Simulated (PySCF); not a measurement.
## Correlation energy of V (vanadium, neutral)

[Ar] 3d3 4s2, high-spin 4F determinant. Calculation: PySCF 2.14, in x2c-TZVPPall with one added diffuse shell each of s, p, d, f type (7s6p5d3f1g, 80 functions); scalar relativity by spin-free X2C-1e. Frozen: [Ar]; 5 electrons correlated.

```tsv
level	correlation energy (mhartree)
CCSD	-73.83
(T)	-2.61
CCSD(T)	-76.44
```

Diagnostics: T1 = 0.025, D1 = 0.0680, largest double amplitude 0.075.

Cost of the coupled-cluster step: roughly 11 core-seconds, for 5 correlated electrons.
